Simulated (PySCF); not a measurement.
Compound: mer-MoBr3(PH3)3 (quartet state).
Bonds: Mo1–Br2, Mo1–Br3, Mo1–Br4, Mo1–P5, Mo1–P9, Mo1–P13. Hydrogens: H6, H7, H8 on P5; H10, H11, H12 on P9; H14, H15, H16 on P13.

Method: PySCF, PBE0-D3(BJ)/def2-SVP geometry optimisation, gas phase, def2 core potentials past Kr.

Q: What internal coordinates does the optimisation give?

A: 
| bond | length (pm) |
| --- | --- |
| Mo1–Br2 | 255.4 |
| Mo1–Br3 | 253.2 |
| Mo1–Br4 | 251.5 |
| Mo1–P5 | 252.7 |
| Mo1–P9, Mo1–P13 | 252.0 |
| P5–H6, P5–H7, P5–H8 | 141.9 |
| P9–H10 and 5 like bonds | 141.7 |

Bonds in one row agree within 1 pm and their mean is given. A selection of angles:
| angle | degrees |
| --- | --- |
| Br2–Mo1–Br3 | 167.7 |
| Br2–Mo1–Br4 | 97.2 |
| Br2–Mo1–P5 | 80.3 |
| Br2–Mo1–P9 | 89.4 |
| Br3–Mo1–Br4 | 95.1 |
| Br3–Mo1–P5 | 87.5 |
| Br3–Mo1–P9 | 92.4 |
| Br4–Mo1–P5 | 177.4 |
| Br4–Mo1–P9 | 84.7 |
| P5–Mo1–P9 | 95.0 |
| P9–Mo1–P13 | 170.0 |
| Mo1–P5–H6 | 117.0 |
| Mo1–P5–H8 | 121.6 |
| H6–P5–H7 | 98.2 |
| H6–P5–H8 | 99.5 |
| Mo1–P9–H10 | 114.9 |
| Mo1–P9–H11 | 122.2 |
| Mo1–P9–H12 | 116.8 |
| H10–P9–H11 | 99.4 |
| H10–P9–H12 | 100.6 |

The 3 Br–Mo bonds span 2.515 Å (Mo1–Br4) to 2.554 Å (Mo1–Br2), a spread of 0.039 Å. Mo1 (molybdenum bonded to 3 Br and 3 P) is distorted octahedral (the three widest angles are 177.4°, 170.0° and 167.7°, the others run from 80.3° to 97.2°). P5 (phosphorus bonded to Mo and 3 H) is distorted tetrahedral (angles from 98.2° to 121.6°). P9 (phosphorus bonded to Mo and 3 H) is distorted tetrahedral (angles from 99.4° to 122.2°).

Point group: near Cs, missed by 0.17 Å at most; the miss may be what the optimiser left on a soft mode. Whether it is a minimum is left open (no frequencies). ⟨S²⟩ = 3.771 (exact for a quartet: 3.75).
